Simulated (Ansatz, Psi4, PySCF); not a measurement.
C2H7BeN, singlet, at a GFN2-xTB geometry (such geometries of metal compounds can be far from the true shape), atoms displaced at random by about 0.03 Å a coordinate. Base run: PySCF with B3LYP/6-31G, gradient.

PySCF was given this input:
```python
from pyscf import gto, scf, dft

mol = gto.M(
    atom='''
Be   -0.144495    0.234232    0.754125
C     0.744948   -0.782205   -0.247931
C     0.295866   -0.774679   -1.660638
H     0.627170   -1.839036    0.123773
H     1.869708   -0.659871   -0.234799
H     0.471874    0.221052   -2.068628
H    -0.741364   -0.964347   -1.747908
H     0.861316   -1.429304   -2.275361
N    -0.910819    1.353147    1.544426
H    -0.911965    1.489310    2.545148
H    -1.588729    1.975693    1.166056
''',
    basis='6-31g',
    charge=0,
    spin=0,
    verbose=4,
)

mf = dft.RKS(mol)
mf.xc = 'b3lyp'
mf.kernel()
g = mf.nuc_grad_method()
grad = g.kernel()
```

Programs used: Ansatz (a program for electronic structure), Psi4, PySCF; a row that names a program was run with it.

The coordinate followed is y of atom 9.

Variants of this job, named by their change:

| change | dE/dx (Eh/bohr) | net force (Eh/bohr) |
|---|---|---|
| base | 0.030011 | 0.000074 |
| finite difference step (bohr) = 1e-3; conv_tol = 1e-11 | 0.029995 | - |
| code = ansatz | 0.030003 | 0.000000 |
| finite difference step (bohr) = 1e-4; conv_tol = 1e-11 | 0.029995 | - |
| grids.level = 1; grid_response = on | 0.029952 | 0.000000 |
| code = psi4 | 0.030024 | 0.000054 |
| finite difference step (bohr) = 1e-5; conv_tol = 1e-11 | 0.029995 | - |
| density fitting = on | 0.030000 | 0.000074 |
| grid_response = on | 0.029995 | 0.000000 |
| grids.level = 0; grid_response = off | 0.032853 | 0.002140 |
| conv_tol = 1e-4 | 0.030009 | 0.000074 |
| finite difference step (bohr) = 0.01; conv_tol = 1e-11 | 0.029994 | - |

The net force is zero for an exact gradient.
